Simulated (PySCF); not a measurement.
Computed with M06-2X/def2-TZVP // B3LYP-D3(BJ)/def2-SVP (PySCF 2.14.0). All species are isolated molecules in the gas phase. One relaxed conformer stands for a flexible species; it need not be the lowest. Excitations are Tamm–Dancoff values on a coarser integration grid. The basis has no diffuse functions, so Rydberg states are missing or too high.

Reference species (SMILES): `C[C@@H](CC[SiH3])C(F)(F)F` (C–C–C–C torsion -64°, C–C–C–Si torsion -177°) (neutral, multiplicity 1).

```json
{
  "S1–T1 gap (TDA)": "0.57 eV",
  "brightest of the four lowest singlets (TDA)": "8.32 eV"
}
```

Changed species: `C[C@@H]([SiH3])CCC(F)(F)F` (Si–C–C–C torsion -63°, C–C–C–C torsion -176°).

Task: Give the shifts of the S1–T1 gap (TDA) and brightest of the four lowest singlets (TDA).

Result: the S1–T1 gap (TDA) hardly moves; the brightest of the four lowest singlets (TDA) decreases by 0.35 eV, to 7.97 eV.
